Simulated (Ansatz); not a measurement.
`FBCF` + `C=N` → `C=NBF` + `CF` at 298.15 K and 1 bar (ligand exchange at a B–C bond).

Gas-phase electronic energies from Ansatz, PBE0-D4/def2-TZVP geometries. CCSD(T)/CBS adds triple-zeta CCSD(T) − MP2 to the extrapolated MP2 energy (def2 sets, frozen cores). This one scheme is used for every species. One conformer a species, not always the lowest.

```json
{"species": "`FBCF`", "CCSD(T)/CBS energy (Eh)": "-264.27174", "H − E (kJ/mol)": "132.2", "S (J/(mol·K))": "287.5"}
{"species": "`C=N`", "CCSD(T)/CBS energy (Eh)": "-94.52360", "H − E (kJ/mol)": "115.3", "S (J/(mol·K))": "227.0"}
{"species": "`C=NBF`", "CCSD(T)/CBS energy (Eh)": "-219.19469", "H − E (kJ/mol)": "135.9", "S (J/(mol·K))": "292.0"}
{"species": "`CF`", "CCSD(T)/CBS energy (Eh)": "-139.63461", "H − E (kJ/mol)": "113.4", "S (J/(mol·K))": "222.6"}
```

H − E and S are ideal-gas, rigid-rotor, harmonic terms from PBE0-D4/def2-TZVP, for one conformer and one mirror image of each species. 1 Eh = 2625.50 kJ/mol, R = 8.31446 J/(mol·K).

Q: By hand: ΔE, ΔH, ΔS and ΔG.

A: ΔE = (-219.19469) + (-139.63461) − (-264.27174) − (-94.52360) = -0.03396 Eh = -89.2 kJ/mol. Δ(H − E) = 135.9 + 113.4 − 132.2 − 115.3 = 1.8, so ΔH = -87.4 kJ/mol. ΔS = 292.0 + 222.6 − 287.5 − 227.0 = 0.1 J/(mol·K). ΔG = -87.4 − 298.15 × (0.1)/1000 = -87.4 kJ/mol.

Q: By hand: the equilibrium constant, and the temperature at which ΔG would vanish if ΔH and ΔS stayed fixed.

A: log₁₀ K = −ΔG/(RT ln 10) = 15.3. ΔH and −TΔS have one sign here, so there is no such temperature.

The number of gas molecules stays the same, so ΔS is small and ΔH decides. A doubt of 5 kJ/mol in ΔE shifts log₁₀ K by 0.9 here. Other conformers and mirror images would add mixing entropy, several J/(mol·K) or more a flexible species. These are equilibria of isolated gas molecules and say nothing of rates. Largest T1 diagnostic: 0.014 (customary marks: 0.02 for closed shells, 0.045 for open ones).

ΔS is within the doubt of such terms, so its sign, and with it that verdict, could turn.
